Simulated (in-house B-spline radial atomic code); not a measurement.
Checks on a self-consistent run for Tb⁺, [Kr] 4d10 4f9 5s2 (5p1/2)1 (5p3/2)4 6s2. Method: Dirac-Hartree-Fock, average of the jj configuration, Fermi nucleus of rms radius 5.06 fm. Calculated with a radial B-spline atomic code at the basis-set limit.

```json
{"orbital": "1s1/2", "q": "2", "ε (Eh)": "-1922.63116", "<1/r>": "73.0908", "<r²>": "0.000631468", "small-component weight": "0.058777"}
{"orbital": "2s1/2", "q": "2", "ε (Eh)": "-323.48485", "<1/r>": "17.4933", "<r²>": "0.00981395", "small-component weight": "0.013048"}
{"orbital": "2p1/2", "q": "2", "ε (Eh)": "-306.66389", "<1/r>": "17.4271", "<r²>": "0.00714134", "small-component weight": "0.013052"}
{"orbital": "2p3/2", "q": "4", "ε (Eh)": "-279.15747", "<1/r>": "15.3443", "<r²>": "0.00836526", "small-component weight": "0.01208"}
{"orbital": "3s1/2", "q": "2", "ε (Eh)": "-73.98263", "<1/r>": "6.40117", "<r²>": "0.0649444", "small-component weight": "0.0041733"}
{"orbital": "3p1/2", "q": "2", "ε (Eh)": "-66.66427", "<1/r>": "6.30283", "<r²>": "0.0605918", "small-component weight": "0.0040993"}
{"orbital": "3p3/2", "q": "4", "ε (Eh)": "-60.87924", "<1/r>": "5.77885", "<r²>": "0.0674598", "small-component weight": "0.0038337"}
{"orbital": "3d3/2", "q": "4", "ε (Eh)": "-48.45532", "<1/r>": "5.64198", "<r²>": "0.0537999", "small-component weight": "0.0036917"}
{"orbital": "3d5/2", "q": "6", "ε (Eh)": "-47.20803", "<1/r>": "5.51173", "<r²>": "0.0557216", "small-component weight": "0.003614"}
{"orbital": "4s1/2", "q": "2", "ε (Eh)": "-15.89942", "<1/r>": "2.64528", "<r²>": "0.331446", "small-component weight": "0.0012952"}
{"orbital": "4p1/2", "q": "2", "ε (Eh)": "-12.95911", "<1/r>": "2.5313", "<r²>": "0.35064", "small-component weight": "0.0012126"}
{"orbital": "4p3/2", "q": "4", "ε (Eh)": "-11.67483", "<1/r>": "2.3657", "<r²>": "0.38621", "small-component weight": "0.001129"}
{"orbital": "4d3/2", "q": "4", "ε (Eh)": "-6.81098", "<1/r>": "2.1387", "<r²>": "0.445437", "small-component weight": "0.00095425"}
{"orbital": "4d5/2", "q": "6", "ε (Eh)": "-6.57653", "<1/r>": "2.09283", "<r²>": "0.461846", "small-component weight": "0.00092659"}
{"orbital": "4f5/2", "q": "3.8571", "ε (Eh)": "-0.92666", "<1/r>": "1.56586", "<r²>": "0.892183", "small-component weight": "0.00055823"}
{"orbital": "4f7/2", "q": "5.1429", "ε (Eh)": "-0.90204", "<1/r>": "1.54099", "<r²>": "0.930032", "small-component weight": "0.00054395"}
{"orbital": "5s1/2", "q": "2", "ε (Eh)": "-2.52966", "<1/r>": "0.988315", "<r²>": "1.99848", "small-component weight": "0.00025585"}
{"orbital": "5p1/2", "q": "1", "ε (Eh)": "-1.69860", "<1/r>": "0.879924", "<r²>": "2.50076", "small-component weight": "0.00020845"}
{"orbital": "5p3/2", "q": "4", "ε (Eh)": "-1.48691", "<1/r>": "0.816677", "<r²>": "2.83911", "small-component weight": "0.00018293"}
{"orbital": "6s1/2", "q": "2", "ε (Eh)": "-0.43367", "<1/r>": "0.336133", "<r²>": "15.3593", "small-component weight": "3.2954e-05"}
```

Electron-electron repulsion V_ee = 4294.4015 hartree.

(1) What total energy follows from the eigenvalues?

(2) Does the Dirac virial theorem hold?

(3) What diamagnetic shielding (Lamb formula) and susceptibility (Langevin formula) do the radii give?

Answers

(1) The eigenvalues count the repulsion twice, so E = Σqε - V_ee = -7416.976 - 4294.401 = -11711.377 hartree; the run printed -11711.377.

(2) For a point nucleus E = -2c²Σq·w, with w the small-component weight. Here Σq·w = 0.31178 and c = 137.0360, so the ratio E/(-2c²Σq·w) is 1.000138; the finite nucleus accounts for the departure from 1.

(3) σ = (α²/3)Σq<1/r> = 443.249/(3·137.036²) = 7867.9 ppm, and χ = -0.79199×10⁻⁶·Σq<r²> = -51.79×10⁻⁶ cm³/mol with Σq<r²> = 65.398 bohr². Both are non-relativistic formulas without the paramagnetism of open shells; for so heavy an element the full relativistic shielding is larger by tens of per cent.
